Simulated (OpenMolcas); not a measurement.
## Multiplet structure of Cr2+

| Quantity | Value |
| --- | --- |
| Program | OpenMolcas 26.06 |
| Method | MS-RASPT2, IPEA 0.25 Eh, imaginary shift 0.1 Eh (closed shells correlated: 3s) |
| Basis | ANO-RCC-VQZP [7s6p4d3f2g1h] |
| Scalar Hamiltonian | DKH2, point nucleus |
| Active space | 10 electrons in 8 orbitals (RAS1 3p, at most 2 holes; RAS2 3d) |
| State averaging | 2S+1 = 5 even, 5 roots; 2S+1 = 3 even, 45 roots; 2S+1 = 1 even, 44 roots |
| Spin-orbit coupling | RASSI with atomic mean-field integrals over the reference wave functions, term energies averaged over their components |

With spin-orbit coupling, above the lowest level:

```tsv
Configuration	Term	J	E (cm-1)	Measured (cm-1)	Term weight %
3d4	5D	0	0.0	0.0	100
3d4	5D	1	69.9	62.2	100
3d4	5D	2	207	183	100
3d4	5D	3	405	357	100
3d4	5D	4	659	576	100
3d4	3P(1)	0	16670	16771	99
3d4	3H	4	17060	17274	99
3d4	3P(1)	1	17090	17169	100
3d4	3H	5	17200	17397	99
3d4	3H	6	17370	17531	100
3d4	3P(1)	2	17830	17851	100
3d4	3F(1)	2	18490	18452	100
3d4	3F(1)	3	18550	18511	98
3d4	3F(1)	4	18640	18583	98
3d4	3G	3	20870	20704	98
3d4	3G	4	21050	20853	98
3d4	3G	5	21210	20996	99
3d4	1G(1)	4	25570	25139	99
3d4	1I	6	25640	26015	100
3d4	3D	3	26360	25726	100
3d4	3D	2	26410	25781	100
3d4	3D	1	26470	25848	100
3d4	1S	0	28180	27372	100
3d4	1D	2	32520	32152	100
3d4	1F	3	37290	37005	100
3d4	3F(2)	4	44010	43287	100
3d4	3F(2)	2	44050	43305	100
3d4	3F(2)	3	44060	43322	100
3d4	3P(2)	2	44430	43442	100
3d4	3P(2)	1	44920	43917	100
3d4	3P(2)	0	45170	44141	100
3d4	1G(2)	4	50350	49769	100
```

Against the 31 measured excited levels shown (Sugar and Corliss, J. Phys. Chem. Ref. Data 6, 317 (1977)) the mean absolute deviation is 370 cm-1; the largest miss in energy is 3d4 3P0(2): computed 45170, measured 44141 cm-1 (+2.3 %), and the largest in proportion 3d4 5D4 (+14.3 %).

Spin-orbit coupling puts the lowest level 412 cm-1 below the lowest spin-free term.

A least-squares Racah fit to the terms below 60000 cm-1, each weighted by 2L + 1 and with a free common offset, gives B = 850 cm-1 and C = 3189 cm-1 (C/B = 3.75), with an rms deviation of 537 cm-1.

For 5D the intervals divided by the larger J are 69.9, 68.3, 66.1, 63.5 cm-1. Landé's interval rule makes them equal in pure LS coupling; they differ by 10 % of their mean. The multiplet is regular.

CASPT2 does not keep the components of a term degenerate, so their means are used; among the terms shown or strongly mixed into the levels shown the widest spread is 1500 cm-1 (3d4 1I). Active for correlation alone: 3p; no level in the range computed is led by a configuration that opens it, so any true level of that kind is missing. The CASPT2 spread within a term exceeds the gap to the next term for 3d4 3H and 3d4 3P(1), 3d4 1G(1) and 3d4 1I, 3d4 1I and 3d4 3D, so the order of their levels is uncertain. Measured partners are found by configuration, term and J. A level has none where our copy of the source lacks it or the pairing is in doubt (some pairs that miss far off the trend of their configuration count as doubtful), and it then counts in no deviation. Only configurations of the active space appear. The first state left out of the spin-orbit step lies near 78000 cm-1 above the lowest spin-free state of the reference (among the parities and spins computed), and the list stops at four fifths of that energy or lower.

The term weight is that of the spin-free term in the level, not the purity of its configuration. A number in round brackets counts repeated terms of one configuration in the order of the reference energies.
